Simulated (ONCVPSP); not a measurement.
## What one change does to a pseudopotential (Ag (Z = 47), ONCV)

Ag (Z = 47), optimised norm-conserving Vanderbilt (ONCV), made with ONCVPSP 4.0.1 (PBE, scalar-relativistic). Core [Ar] 3d10 4s2, reference 4p6 4d10 5s0.75 5p0.25. Waves: 5s: rc 2.25 bohr, ncon 4, nbas 8, qcut 2.6 1/bohr, 1 projector; 4p+5p: rc 1.95 bohr, ncon 4, nbas 8, qcut 5.5 1/bohr, 2 projectors; 4d: rc 1.65 bohr, ncon 4, nbas 8, qcut 10.1 1/bohr, 2 projectors, debl 1.8 Ha. Local part: polynomial inside 1.35 bohr (lpopt 4, dvloc0 0 Ha). Core correction: Teter function, fcfact 2.25, rcfact 1.55.

Change: d: qcut 6.9.

Cutoffs: the cutoffs (Ha) at which the residual kinetic energy of the hardest occupied pseudo-wave falls to 1 and 0.1 mHa per electron; they do not see the model core or the augmentation charge, which bear on the density cutoff. Errors are all-electron minus pseudo energies relative to the spin-unpolarised reference configuration.

**Question.** How do hardness, ghosts and transferability respond?

**Answer.** The potential gets neither clearly harder nor softer (32 Ha and 46 Ha → 24 Ha and 77 Ha); both files keep a bound ghost (s); of the 3 tests that both files solve, the error grows in 0 and shrinks in 2 by more than 15 % and 0.3 meV (median size 5.9 → 5.0 meV).

| quantity | base | changed |
| --- | --- | --- |
| cutoff, loose | 32 Ha | 24 Ha |
| cutoff, tight | 46 Ha | 77 Ha |
| loose cutoff by channel | s 4.5 Ha, p 15 Ha, d 32 Ha | s 4.5 Ha, p 15 Ha, d 24 Ha |
| bound ghosts | s | s |
| GHOST(+) flags under 300 eV | none | none |
| tests with a reliable result | 3 of 4 | 3 of 4 |
| error for 4p6 4d10 5s1 5p0, meV [ΔE -0.93 eV] | -0.1 | -0.1 |
| error for 4p6 4d10 5s0 5p0, meV [ΔE 6.83 eV] | -5.9 | -5.0 |
| error for 4p6 4d9 5s1 5p0, meV [ΔE 12.23 eV] | -14 | -9.6 |
| s: phases at 2.28 bohr within 0.05 rad from the reference energy up to (Ha; the scan ends near 5) | 1.9 | 1.9 |
| p: phases at 1.98 bohr within 0.05 rad from the reference energy up to (Ha; the scan ends near 5) | 4.5 | 4.5 |
| d: phases at 1.67 bohr within 0.05 rad from the reference energy up to (Ha; the scan ends near 5) | to the end of the scan | to the end of the scan |
| rms error of d²Exc/dni dnj with the model core, mHa | 0.50 | 0.47 |

 A true bound ghost makes a file unfit for plane-wave use even where its test errors are small: the radial tests pick states by their node count and pass the ghost by.
